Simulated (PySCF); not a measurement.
**One molecule, a ladder of functionals, a line**

Molecule: `C/C(F)=C\O[SiH3]`, C3H7FOSi.

Atom-mapped SMILES (the numbers label the heavy atoms): `[CH3:1]/[C:2]([F:3])=[CH:4]\[O:5][SiH3:6]` (H(Xn): hydrogen on atom n).

GIAO shieldings (ppm, equivalent atoms averaged) in PySCF 2.14 on the PBE0-D3(BJ)/def2-SVP geometry, basis pcSseg-1, gas phase, non-relativistic:

| functional | exact exchange (%) | σ(F3) | σ(O5) | σ(Si6) |
| --- | --- | --- | --- | --- |
| BLYP | 0 | 304.4 | 257.3 | 358.0 |
| BP86 | 0 | 306.4 | 262.6 | 361.2 |
| PBE | 0 | 304.0 | 262.1 | 362.2 |
| B3LYP | 20 | 322.9 | 271.1 | 370.2 |
| PBE0 | 25 | 326.4 | 278.2 | 378.1 |
| BHandHLYP | 50 | 347.0 | 292.0 | 391.3 |
| HF | 100 | 377.0 | 312.9 | 427.1 |

(1) Fit each shielding as a line in the percentage of exact exchange.

(2) What does the line predict for mPW1PW91 (25 %), and what does the run give?

Answers

(1) σ(F3) = 306.5 + 0.73 x (rms 2.4 ppm); σ(O5) = 261.7 + 0.54 x (rms 2.7 ppm); σ(Si6) = 359.8 + 0.66 x (rms 1.9 ppm). The functionals also differ in their semilocal parts, which the line can't hold; Hartree–Fock has no correlation at all.

(2) σ(F3): 324.8 predicted, 327.9 computed; σ(O5): 275.2 predicted, 281.4 computed; σ(Si6): 376.3 predicted, 378.3 computed ppm.
